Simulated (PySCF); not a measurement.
# Distorted geometries of Os3

Os3 (triplet). PySCF 2.14.0, UKS PBE0, Os def2-SVP with ECP60; non-relativistic Hamiltonian with scalar-relativistic core potentials where named; density fitting; no spin-orbit coupling. Relaxed geometry:

```xyz
3

Os    1.3421   -0.0468    0.0001
Os   -0.7104    1.2328    0.0000
Os   -0.6317   -1.1861    0.0000
```

Problem. Order these distorted geometries by energy above the relaxed one, lowest first.
A.
```xyz
3

Os    1.3376   -0.0334   -0.0007
Os   -0.7199    1.2152   -0.0199
Os   -0.6177   -1.1818    0.0205
```
B.
```xyz
3

Os    1.4513    0.0295    0.0106
Os   -0.6938    1.1301    0.0206
Os   -0.7576   -1.1596   -0.0312
```
C.
```xyz
3

Os    1.3567   -0.0834   -0.0137
Os   -0.7413    1.2555    0.0195
Os   -0.6154   -1.1721   -0.0057
```

Solution. C (-0.14 eV), A (0.00 eV), B (0.50 eV).

Problem. Which forces (eV/Å) act in the one that lies 0.00 eV up?

Solution. 
```
Os   0.32  0.08  0.00
Os  -0.09  0.17  0.00
Os  -0.23 -0.26  0.01
```
Forces carry noise of the integration grid, about 0.01 to 0.03 eV/Å.

The relaxed state isn't the lowest spin state tried at its geometry. No frequency check is given that shows the relaxed geometry to be a minimum. The relaxed state is spin-contaminated (spin squared 3.30 against 2.00). Open shells may have lower solutions than the one found.
